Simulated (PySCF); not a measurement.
Method: PySCF with PBE0-D4/def2-TZVP // PBE0-D3(BJ)/def2-SVP. Isolated molecules, 0 K electronic values unless said otherwise. One relaxed conformer stands for a flexible species; it need not be the lowest. Delta-SCF ions had no search for a lower state. Excitations are Tamm–Dancoff values on a coarser integration grid. The basis has no diffuse functions, so Rydberg states are missing or too high.

Reference species (SMILES): `N#[C][GeH2][NH2]` (neutral, multiplicity 1).

- S1 excitation (TDA): 6.00 eV
- vertical ionisation energy (Delta-SCF): 10.33 eV
- LUMO: -0.66 eV
- HOMO–LUMO gap: 7.39 eV

After one change: the S1 excitation (TDA) falls by 0.57 eV; the vertical ionisation energy (Delta-SCF) falls by 1.45 eV; the LUMO falls by 0.50 eV; the HOMO–LUMO gap decreases by 1.12 eV.

Q: Which change was made? The new species is one of these.
A) `N#[C][GeH2][GeH2][GeH2][GeH2][GeH2][NH2]`
B) `N#[C][GeH2][GeH2][NH2]`
C) `N#[C][GeH2][GeH2][GeH2][GeH2][NH2]`
D) `N#[C][GeH2][GeH2][GeH2][NH2]`

A: A, `N#[C][GeH2][GeH2][GeH2][GeH2][GeH2][NH2]`
